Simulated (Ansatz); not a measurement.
The cluster B₃W₃. The state is a doublet with charge 0. Geometry PBE-D4/def2-SVP.

```xyz
6

W     0.1992   -0.7448   -1.5217
W    -1.4629    0.6794   -0.6728
W     0.1110   -1.1806    0.8022
B     1.6969   -0.1656    0.0320
B    -0.9921    0.5014    1.2734
B     0.4479    0.9101    0.0869
```

In the def2 sets W takes a core potential; there is no spin–orbit coupling. At BHLYP-D4/def2-TZVP the charge 0 doublet is spin-contaminated (final ⟨S²⟩ up to 0.92, 0.75 for a pure state). Another isomer (doublet) lies 0.76 eV lower at PBE0-D4/def2-TZVP; other spin states weren't run for this one.

(1) Estimate the α-spin orbital energies around the gap (eV) in Ansatz with PBE-D4/def2-SVP, PBE-D4/def2-TZVP, PBE0-D4/def2-SVP, BHLYP-D4/def2-TZVP, CAM-B3LYP-D4/def2-TZVP.

Results:

(1) 
| orbital | PBE-D4/def2-SVP | PBE-D4/def2-TZVP | PBE0-D4/def2-SVP | BHLYP-D4/def2-TZVP | CAM-B3LYP-D4/def2-TZVP |
| --- | --- | --- | --- | --- | --- |
| HOMO−9 | -7.46 | -7.39 | -8.44 | -9.08 | -9.48 |
| HOMO−8 | -6.91 | -6.84 | -7.87 | -8.55 | -8.90 |
| HOMO−7 | -6.49 | -6.42 | -7.43 | -8.14 | -8.45 |
| HOMO−6 | -6.31 | -6.25 | -7.22 | -7.96 | -8.25 |
| HOMO−5 | -6.12 | -6.05 | -7.10 | -7.76 | -8.11 |
| HOMO−4 | -5.72 | -5.67 | -6.61 | -7.27 | -7.65 |
| HOMO−3 | -5.47 | -5.41 | -6.32 | -6.88 | -7.30 |
| HOMO−2 | -4.95 | -4.92 | -5.72 | -6.26 | -6.66 |
| HOMO−1 | -4.63 | -4.61 | -5.36 | -5.90 | -6.30 |
| HOMO | -4.23 | -4.22 | -5.05 | -5.70 | -6.03 |
| LUMO | -3.33 | -3.35 | -2.53 | -1.77 | -1.65 |
| LUMO+1 | -3.06 | -3.10 | -2.30 | -1.58 | -1.47 |
| LUMO+2 | -2.82 | -2.84 | -2.08 | -1.23 | -1.12 |
| LUMO+3 | -2.71 | -2.73 | -1.97 | -1.08 | -0.98 |
| LUMO+4 | -2.67 | -2.71 | -1.93 | -1.06 | -0.95 |
| LUMO+5 | -2.25 | -2.26 | -1.49 | -0.66 | -0.52 |
| β HOMO | -4.47 | -4.45 | -5.10 | -5.54 | -5.99 |
| β LUMO | -3.71 | -3.68 | -2.82 | -1.90 | -1.82 |
